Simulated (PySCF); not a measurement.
Ti(Cl)3(NH2), SMILES [NH2][Ti]([Cl])([Cl])[Cl] (H2Cl3NTi), CAM-B3LYP/def2-SVP optimised geometry.

```
7

Ti    -0.69    -1.01     0.00
Cl    -1.49     1.01     0.00
Cl    -1.40    -2.24    -1.66
Cl     1.49    -1.01     0.00
N     -1.28    -1.78     1.54
H     -1.71    -1.27     2.31
H     -1.19    -2.77     1.75
```

Density from CAM-B3LYP/def2-TZVP (PySCF) at that geometry.

Minimum of the electron density along straight lines between bonded atoms, close to the bond critical point (lines longer than 1.1 times the sum of covalent radii, or with two minima, are not listed):

| bond | length / Å | ρ at the minimum / e bohr⁻³ | ∇²ρ there / e bohr⁻⁵ | position (fraction from the first atom) |
|---|---|---|---|---|
| Ti1–Cl2 | 2.172 | 0.104 | [?] | 0.46 |
| Ti1–Cl3 | 2.180 | 0.102 | 0.26 | 0.47 |
| Ti1–Cl4 | 2.185 | 0.102 | 0.26 | 0.47 |
| Ti1–N5 | 1.819 | [?] | 0.47 | 0.51 |
| N5–H6 | 1.019 | 0.325 | -1.61 | 0.74 |
| N5–H7 | 1.019 | 0.325 | -1.60 | 0.74 |

Task: Some entries are withheld; supply them.

Result: 
- Ti1–Cl2, ∇²ρ there / e bohr⁻⁵: 0.28
- Ti1–N5, ρ at the minimum / e bohr⁻³: 0.165
